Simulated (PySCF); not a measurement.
An unknown is described by computed data only.

Formula: C4H4FP3.

| Property | Result |
| --- | --- |
| Rotational structure | rotational constants A, B, C: 1.801, 1.138, 0.700 GHz [GFN2-xTB] |
| Polarisability | 122.5 au [wB97X-D/def2-SVPD] |
| 1H NMR | chemical shifts (computed TMS as zero) by class: 10.89 (1 H), 3.54 (3 H) ppm [GIAO PBE0/pcSseg-1] |
| 13C NMR | chemical shifts (computed TMS as zero) by class: 254.2 (1 C), 218.8 (1 C), 192.0 (1 C), 32.1 (1 C) ppm [GIAO PBE0/pcSseg-1] |
| UV, first state | lowest singlet excitation: 3.64 eV (341 nm, f = 0.013) [TDDFT wB97X-D/def2-SVPD] |
| Triplet | lowest triplet excitation (Tamm–Dancoff): 2.59 eV [TDA wB97X-D/def2-SVPD] |

Electronic properties: PySCF, gas phase, density fitting. Levels stand in brackets. Isolated species at its GFN2-xTB geometry, gas phase. NMR values are class means; diastereotopic atoms form classes of their own.

Q: What is the compound? Reason from the data.

A: Numbering: `[CH3:1][c:2]1[p:3][cH:4][p:5][c:6]([F:7])[p:8]1`. 4 carbons fall into 4 classes; from least to most shielded: aromatic C–F carbon [C6] (254.2 ppm), substituted aromatic carbon [C2] (218.8 ppm), aromatic CH carbon [C4] (192.0 ppm), benzylic-type carbon [C1] (32.1 ppm). Hydrogen classes from least to most shielded: 1 H on an aromatic CH carbon, C4 (10.89 ppm), 3 H on a benzylic-type carbon, C1 (3.54 ppm). By its constants the optimised geometry is an asymmetric top. Structure: `p1c(pcpc1C)F`. The assignments are read from this structure; whether some other isomer fits the data as well wasn't checked.
